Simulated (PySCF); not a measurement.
**Manganese: a sound run and one with changed settings**

Sound run: Mn²⁺ [Ar] 3d5, Mn³⁺ [Ar] 3d4. Calculation: PySCF 2.14, in def2-SVP (5s3p2d1f, 31 functions); the non-relativistic Hamiltonian (point nucleus). In the sound run the correlated levels freeze [Ar]. The sound run starts from symmetry-adapted Hartree-Fock orbitals and uses a fine grid where one is needed.

Changed run: basis STO-3G. This setting is unsound on purpose.

```csv
species,method,sound run (hartree),changed run (hartree),converged
Mn²⁺,UHF,-1148.94224,-1137.01113,yes
Mn²⁺,PBE0,-1149.77646,-1137.66828,yes
Mn²⁺,M06-L,-1149.94741,-1137.88540,yes
Mn²⁺,MP2,-1148.98330,-1137.01122,yes
Mn³⁺,UHF,-1147.72974,-1136.06839,yes
Mn³⁺,PBE0,-1148.50712,-1136.70042,yes
Mn³⁺,M06-L,-1148.69565,-1136.90408,yes
Mn³⁺,MP2,-1147.74856,-1136.06842,yes
```

Ionisation energy of Mn²⁺:

| method | sound run (eV) | changed run (eV) |
| --- | --- | --- |
| UHF | 32.994 | 25.653 |
| PBE0 | 34.540 | 26.337 |
| M06-L | 34.062 | 26.703 |
| MP2 | 33.599 | 25.655 |
| SCS-MP2 | 33.196 | 25.654 |

A minimal basis cannot let orbitals breathe on ionisation and holds almost no correlation.

For comparison, NIST gives 33.668 ± 0.012 eV between the lowest levels.
